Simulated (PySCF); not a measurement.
## Calculated properties of `C#C[Si@@H](F)N[SiH2][SiH2]CC`

Compound: C4H12FNSi3.
SMILES with atom numbers: `[CH:1]#[C:2][Si@@H:3]([F:4])[NH:5][SiH2:6][SiH2:7][CH2:8][CH3:9]` (hydrogens: H10 on C1; H11 on Si3; H12 on N5; H13, H14 on Si6; H15, H16 on Si7; H17, H18 on C8; H19, H20, H21 on C9)

Geometry (GFN2-xTB, Å), atoms numbered from 1 in this order:
```xyz
21
C4H12FNSi3 angstrom
C      4.3925    1.8698   -0.9000
C      3.6048    1.1516   -0.3460
Si     2.3977    0.0360    0.4974
F      1.2133    0.9348    1.1221
N      1.6790   -0.9472   -0.7163
Si     0.2795   -1.9948   -0.6440
Si    -1.4276   -1.0232    0.5646
C     -2.0334    0.5918   -0.2486
C     -3.2682    1.1782    0.4247
H      5.0787    2.5039   -1.3842
H      2.9607   -0.6557    1.6483
H      2.2812   -1.1193   -1.5054
H      0.7280   -3.2879   -0.0890
H      0.0121   -2.2509   -2.0701
H     -2.5771   -1.9494    0.6168
H     -1.1037   -0.7386    1.9714
H     -2.2558    0.4139   -1.3036
H     -1.2295    1.3292   -0.2224
H     -3.5869    2.0948   -0.0703
H     -3.0606    1.4099    1.4666
H     -4.0937    0.4700    0.3947
```

Structural features include: alkyne, Si–H bond and C–Si bond.

From GFN2-xTB geometry:

* Point group of the GFN2-xTB geometry: C1
* Rotational constants A, B, C of the GFN2-xTB geometry: 1.470, 0.512, 0.428 GHz

PBE0/pcSseg-1 ground state and GIAO shieldings, non-relativistic (PySCF):

- Dipole moment: 2.11 D
- HOMO energy: -7.56 eV
- LUMO energy: -0.51 eV
- HOMO–LUMO gap: 7.05 eV
- Lowest Hirshfeld atomic charge: -0.33 e on N5
- Highest Hirshfeld atomic charge: +0.47 e on Si3
- 13C chemical shifts (computed TMS as zero) by class: 99.9 (C1), 88.6 (C2), 14.5 (C9), 4.9 (C8) ppm
- 1H chemical shifts (computed TMS as zero) by class: 5.17 (H13), 5.08 (H11), 5.01 (H14), 4.04 (H16), 3.65 (H15), 1.83 (H10), 1.34 (H18), 1.28 (H19/H20/H21), 0.75 (H17), 0.37 (H12) ppm
- Isotropic shieldings of nuclei other than C and H, by class: 243 (N5), 339 (F4), 386 (Si3), 400 (Si6), 419 (Si7) ppm
- Mayer bond orders between heavy atoms: C1–C2 2.54, C2–Si3 0.90, Si3–F4 0.91, Si3–N5 1.02, N5–Si6 0.90, Si6–Si7 0.93, Si7–C8 0.91, C8–C9 1.06

Monoisotopic mass from the formula: 177.0262 u.

A dipole of 2.11 D is allowed in C1, and pure rotational transitions are dipole-allowed. With B = h/(8π²I), that is 505.379 GHz u Å² over I, the principal moments of inertia are 343.9, 987.9 and 1181.9 u Å² (most abundant isotopes). The rotational constants make it an asymmetric top with κ = (2B − A − C)/(A − C) = -0.84, nearer the prolate limit (−1). The dipole equals about 7.0 × 10⁻³⁰ C·m (1 D = 3.33564 × 10⁻³⁰ C·m).

Isolated species at its GFN2-xTB geometry (one conformer only). NMR classes are plain means over equivalent atoms (diastereotopic ones count apart unless rotation or inversion swaps them), as if these changed places fast; in this geometry the members of some classes differ.
